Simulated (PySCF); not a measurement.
Sn(F)3(OH) (F3HOSn), SMILES [OH][Sn]([F])([F])[F].

The structure is a stationary point at r2SCAN-D4/def2-SVP. The def2 effective core potentials stand for the cores of Sn; spin–orbit coupling is left out. The values are those of a single conformer.

Level of theory: r2SCAN-D4/def2-SVP (PySCF).

Frequencies are harmonic and unscaled.

```csv
mode,ν (cm⁻¹),IR (km/mol),Raman (Å⁴/amu),depolarisation,moving atoms (share of kinetic energy)
1,23,69.0,1.2,0.75,"H 60 %, F 21 %, O 19 %"
2,130,4.1,1.6,0.75,"F 60 %, O 33 %"
3,150,20.7,1.7,0.75,"F 51 %, H 36 %, O 13 %"
4,173,30.8,1.1,0.73,"F 64 %, Sn 19 %, O 14 %"
5,175,50.7,1.3,0.75,"F 54 %, O 26 %, Sn 21 %"
6,183,48.7,1.2,0.75,"F 76 %, Sn 21 %"
7,624,0.6,24.8,0.02,"F 61 %, O 39 %"
8,667,69.3,3.3,0.74,"F 53 %, O 29 %, Sn 17 %"
9,676,69.2,3.3,0.75,"F 83 %, Sn 17 %"
10,678,70.1,3.4,0.74,"F 63 %, O 19 %, Sn 17 %"
11,886,68.3,1.6,0.70,H 93 %
12,3802,117.5,88.5,0.25,H 94 %
```
